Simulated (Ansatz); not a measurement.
A nudged elastic band was laid between two geometries of Cl2H2OSi (6 atoms, charge 0, multiplicity 1).

Theory: Ansatz, RKS B3LYP/def2-SVP.

```
movable images  : 5
climbing image  : yes
spring          : 5.0 eV/Å²
optimiser       : quadratic models (default)
start path      : through a guess of the saddle point
force threshold : 0.05 eV/Å
iteration limit : 60
end points      : relaxed
```

First end point:

```xyz
6
Properties=species:S:1:pos:R:3
Si 0.075 0.021 0.429
H -0.091 0.414 1.836
Cl 2.079 -0.274 0.005
Cl -0.613 1.526 -0.812
O -0.783 -1.366 0.212
H -0.780 -1.791 -0.655
```

Last end point:

```xyz
6
Properties=species:S:1:pos:R:3
Si -1.107 0.023 0.175
H 1.731 0.437 2.220
Cl 2.238 -0.099 1.160
Cl -1.070 1.586 -1.246
O -0.964 -1.276 -0.866
H -0.941 -2.140 -0.429
```

Task: What changes between the two ends?

Result: Bonds broken: Si1–H2, Si1–Cl3. Bonds formed: H2–Cl3. Cl2H2OSi becomes ClH + ClHOSi.

Task: What energy profile does the band end with?

Result: The run converged. The highest image is number 3 of 0 to 6, 66.7 kcal/mol above the first end and 15.0 kcal/mol above the last; the last end lies 51.6 kcal/mol above the first. Neighbouring images differ by up to 2.0 eV, so the band resolves the path poorly. A vibrational analysis at the climbing image gives one clearly imaginary mode, 914i cm⁻¹: a first-order saddle point. The orbitals stay closed-shell, which can raise the energy where a bond breaks towards radicals; this wasn't checked here.

```
image  path coordinate (Å)  energy (kcal/mol)  Si1–H2 (Å)  Si1–Cl3 (Å)  H2–Cl3 (Å)
    0                 0.00                0.0        1.47         2.07        2.92
    1                 0.74                1.4        1.47         2.07        2.88
    2                 1.49               20.4        1.45         2.16        2.29
    3                 2.23               66.7        1.60         2.64        1.66
    4                 2.85               54.7        2.21         3.13        1.32
    5                 3.47               52.2        2.84         3.44        1.29
    6                 4.08               51.6        3.52         3.49        1.29
```

Task: What is the geometry of the highest image?

Result: 
```xyz
6
Properties=species:S:1:pos:R:3
Si -0.476 0.149 0.344
H 0.668 0.158 1.465
Cl 2.117 -0.183 0.729
Cl -0.676 1.673 -1.030
O -0.929 -1.210 -0.473
H -0.817 -2.057 -0.020
```

The run took 4.2 min on 1 thread of Arm Neoverse V1, on a shared host, peak memory 0.18 GiB.
